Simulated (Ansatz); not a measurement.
Basis-set series for `CC[N](C)[Hf]([F])([F])[N](C)CC`. The species carries charge 0 and has multiplicity 1. Hf: def2 effective core potential. Geometry: relaxed with PBE0-D4/def2-TZVP. It is one conformer, not always the lowest.

```tsv
functional	basis	functions	energy (Eh)	HOMO (eV)	LUMO (eV)
PBE0-D4	def2-SVP	252	-594.70585	-6.39	0.26
PBE0-D4	def2-TZVPP	590	-595.34350	-6.44	0.17
ωB97M-V	def2-SVP	252	-594.97975	-8.67	1.57
ωB97M-V	def2-TZVPP	590	-595.64477	-8.73	1.30
```

Problem. Give the rows for def2-QZVPP. (An estimate is asked.)

Solution. Ansatz gave: 
```tsv
functional	basis	functions	energy (Eh)	HOMO (eV)	LUMO (eV)
PBE0-D4	def2-QZVPP	1131	-595.37410	-6.46	-0.02
ωB97M-V	def2-QZVPP	1131	-595.67402	-8.74	0.88
```

Positive LUMOs are unbound and depend on the basis.
